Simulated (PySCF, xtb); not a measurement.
B(H) cation (BH), SMILES [BH] (connectivity only; charge and spin as stated), charge +1, multiplicity 2.

The structure is a stationary point at PBE0-D3(BJ)/def2-TZVPD. The spin state was assumed, not searched.

The numbers are results of IEF-PCM-PBE0/def2-TZVPD (PySCF), not measurements.

The values are the electrostatic part of the solvation free energy, E(continuum) − E(gas) at the gas-phase geometry, in a cavity of scaled van der Waals radii (PySCF's table); cavitation and dispersion terms are not included.

Computed values in water (ε = 78.36), dichloromethane (ε = 8.93), methanol (ε = 32.61):
```
solvent              ε  ΔG(elec) (kcal/mol)
---------------  -----  -------------------
water            78.36                -71.7
dichloromethane   8.93                -64.5
methanol         32.61                -70.4
```

For comparison, GFN2-xTB/ALPB(water) (xtb, at the GFN2-xTB geometry, all terms of that model) gives -73.6 kcal/mol.
